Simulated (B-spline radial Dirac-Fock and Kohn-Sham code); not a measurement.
# The K-LL Auger spectrum of Os³⁺

System: osmium as Os³⁺, configuration [Xe] 4f14 5d5, inside a Watson sphere of charge -3 and radius 1.8 Å (a model of the Madelung potential; inside it an electron's potential energy is raised by 24.0 eV).

The computed values come from a B-spline atomic structure program: Dirac-Fock (average of configuration) total-energy differences with a finite nucleus, the Breit interaction including its frequency dependence, and self-energy and vacuum-polarisation corrections. The two-hole levels come from diagonalising the Coulomb interaction among the jj configurations; intensities are independent-particle Coulomb rates. Kinetic energies are from the vacuum level. Correlation and solid-state effects are left out. Open outer shells are spectators and are not coupled to the holes. The rates lack the Breit term, which in heavy atoms raises K-L1L1 and K-L1L2. Labels follow the leading weight; the literature often keeps the label of the LS limit.

```
kinetic energy (eV)  J  leading jj holes (weight)  leading LS term (weight)  intensity (%)
            47662.4  0                L1L1 (1.00)                ¹S0 (1.00)           12.0
            48254.0  1                L1L2 (1.00)                ³P1 (0.63)           16.7
            48298.2  0                L1L2 (1.00)                ³P0 (1.00)            2.3
            48779.4  0                L2L2 (1.00)                ³P0 (0.65)            2.5
            49745.4  1                L1L3 (1.00)                ¹P1 (0.63)           12.0
            49829.4  2                L1L3 (1.00)                ³P2 (1.00)            3.0
            50327.2  2                L2L3 (1.00)                ¹D2 (0.68)           37.1
            50354.0  1                L2L3 (1.00)                ³P1 (1.00)            0.1
            51819.0  0                L3L3 (1.00)                ¹S0 (0.65)            1.8
            51871.2  2                L3L3 (1.00)                ³P2 (0.68)           12.5
```

The strongest line, by its leading LS label ¹D2, lies at 50327.2 eV. The mean weight of the leading component is 1.00 in jj and 0.79 in LS coupling, so jj labels describe these levels better.
